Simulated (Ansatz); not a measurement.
CH₈SiSn (`[CH3][SnH2][SiH3]`). Total charge 0; spin multiplicity 1. Sn takes the def2 core potential.

Cartesian coordinates in Å:
```
C -1.612 0.877 0.638
Sn 0.028 -0.497 0.798
Si 1.506 -0.402 -1.296
H -2.230 0.820 1.534
H -1.236 1.894 0.529
H -2.222 0.628 -0.231
H 0.949 -0.106 2.188
H -0.589 -2.080 1.012
H 2.048 0.971 -1.481
H 2.647 -1.350 -1.190
H 0.710 -0.755 -2.503
```

(1) List the harmonic frequencies (cm⁻¹, unscaled) at PBE0-D4/def2-TZVP in Ansatz. (Best estimate.)

(2) Is this a minimum?

(3) Give the ideal-gas thermochemistry at 298.15 K and 1 bar (rigid rotor, harmonic oscillator; point group Cs, symmetry number 1).

Results:

(1) The calculation gave: 69, 97, 100, 287, 307, 433, 450, 528, 561, 585, 718, 779, 795, 864, 939, 940, 1224, 1455, 1455, 1918, 1919, 2211, 2223, 2227, 3069, 3166, 3167.

(2) Yes, all 27 modes are real.

(3) Zero-point energy 194.3 kJ/mol; H(298) − E = 216.5 kJ/mol; entropy 361.1 J/(mol·K), of which translation 172.7, rotation 111.3, vibration 77.1; G(298) − E = 108.8 kJ/mol. Modes under 100 cm⁻¹ are hindered rotations or soft bends, so the harmonic entropy is rough.
